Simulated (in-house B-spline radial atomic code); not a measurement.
## RPBE excitations of La3+

Method: RPBE. Computed with an all-electron radial atomic-structure program (B-spline basis): linear response of the closed shell [Kr] 4d10 5s2 5p6 with the functional's adiabatic kernel; scalar-relativistic (spin-free one-electron X2C), finite nucleus, no spin-orbit coupling, no double excitations, S, P, D and F terms only; shells from n = 3 respond. Only terms of natural parity with L up to 3 were computed.

Spin-orbit coupling is strong here, so these LS terms don't match observed levels.

Command:
```bash
python run_td.py task.json out
```
Settings (radii: box in bohr, nucleus in fm):
```
Z                        57
electrons                54
configuration            [Kr] 4d10 5s2 5p6
hamiltonian              x2c
method                   rpbe,pbe
box_radius               23.08
rms_radius               4.855
intervals                72
```

Time taken, with all properties: 4.1 s on 1 thread of Arm Neoverse N1, with other jobs on the host.

The lowest states, in the order of their Tamm-Dancoff energies; the method's threshold (minus the highest occupied level) is 44.71 eV. Labels give the largest channel, * marks a mixed state, and oscillator strengths are full-response dipole values. Semilocal kernels can invert the small singlet-triplet splittings of Rydberg terms. Energies in eV:

| state | full response | Tamm-Dancoff | oscillator strength |
| --- | --- | --- | --- |
| 5p → 4f 3D | 16.388 | 16.451 | - |
| 5p → 4f 1D | 18.764 | 18.889 | - |
| 5p → 5d 3P | 19.892 | 19.967 | - |
| 5p → 5d 3F | 20.088 | 20.186 | - |
| 5p → 5d 1F | 21.638 | 21.659 | - |
| 5p → 6s 3P | ? | ? | - |
| 5p → 6s 1P | 24.393 | 24.431 | 0.154 |
| 5p → 5d 1P | ? | ? | ? |
| 5p → 6p 3S | 28.165 | 28.185 | - |
| 5p → 6p 3D | 28.459 | 28.468 | - |
| 5p → 6p 1D | 28.682 | 28.692 | - |
| 5p → 6p 1S | 29.973 | 30.09 | - |
| 5s → 4f 3F | 33.40 | 33.45 | - |
| 5p → 6d 3P | 34.29 | 34.30 | - |
| 5p → 6d 3F | 34.44 | 34.45 | - |

Where does 5p → 5d 1P lie?

At 26.024 eV in full response, 26.813 eV in Tamm-Dancoff, oscillator strength 5.74.

Where does 5p → 6s 3P lie?

At 24.063 eV in full response, 24.074 eV in Tamm-Dancoff.

How large is the singlet-triplet splitting of 5p → 4f (D terms) in Tamm-Dancoff?

2.44 eV, from the unrounded values.

What polarisabilities and dispersion coefficient does the method give?

Dipole 7.746 bohr³, quadrupole 28.84 bohr⁵, C6 49.62 hartree·bohr⁶ for two such species.
